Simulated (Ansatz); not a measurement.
Harmonic frequencies (cm⁻¹) at PBE0-D4/def2-TZVP from Ansatz: 36, 106, 193, 415, 501, 600, 639, 669, 683, 1445, 2060, 2356.

Each molecule was computed in one conformer, which needn't be the lowest.

Q: Which molecule is it?
A. `O=C=[N][GeH][Cl]`•
B. `[NH][GeH3]`•
C. `N[Si](Cl)Br`•
D. `[NH][Si](F)(Cl)Cl`•

A: A.
